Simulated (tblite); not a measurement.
Species: C₇H₇N₃S.
Geometry (GFN2-xTB, Å), atoms numbered from 1 in this order:
```
atom  x, y, z in Å
C1     3.7188   -0.5439   -0.2871
S2     2.5117    0.8054   -0.1973
C3     1.0560   -0.1348   -0.3391
N4     1.0346   -1.4634   -0.4681
N5    -0.1881   -1.8815   -0.5517
N6    -0.9963   -0.8381   -0.4792
C7    -2.3510   -0.8413   -0.5261
C8    -3.0115    0.3425   -0.4341
C9    -2.3028    1.5587   -0.2935
C10   -0.9373    1.5570   -0.2466
C11   -0.2684    0.3327   -0.3407
H12    3.6085   -1.0523   -1.2394
H13    3.5355   -1.2348    0.5292
H14    4.7011   -0.0912   -0.1999
H15   -2.8225   -1.8043   -0.6338
H16   -4.0885    0.3535   -0.4698
H17   -2.8522    2.4833   -0.2227
H18   -0.3564    2.4589   -0.1412
```

Calculated harmonic vibrations of the isolated species, GFN2-xTB (tblite), most abundant isotopes, no scaling. The method is semi-empirical: single wavenumbers can be off by several per cent or more. One conformer, not necessarily the lowest.

**Question.** How many normal modes are there?

**Answer.** 18 atoms, non-linear: 3N − 6 = 48.

**Question.** What is the point group of the computed structure, and how do the modes divide by symmetry?

**Answer.** Cs. The vibrations span 32 a′ + 16 a″.

**Question.** How many distinct wavenumbers does the calculation give?

**Answer.** 48: Cs has no degenerate species.

**Question.** How many fundamentals are allowed in the infrared by symmetry?

**Answer.** 48 of 48: in Cs every mode is allowed. All fundamentals are allowed in the Raman spectrum.

**Question.** Zero-point energy?

**Answer.** Half the sum of the wavenumbers, 28630 cm⁻¹, or 81.9 kcal/mol from 48 modes; those above 1550 cm⁻¹ give 33.2 kcal/mol of it.

**Question.** How far is the lowest real mode excited at 500 K, as a harmonic oscillator?

**Answer.** 51.3 cm⁻¹ is a vibrational temperature θ of 74 K. The population of v = 1 over v = 0 is exp(−θ/T) = 0.86, and the mean quantum number is 6.3.
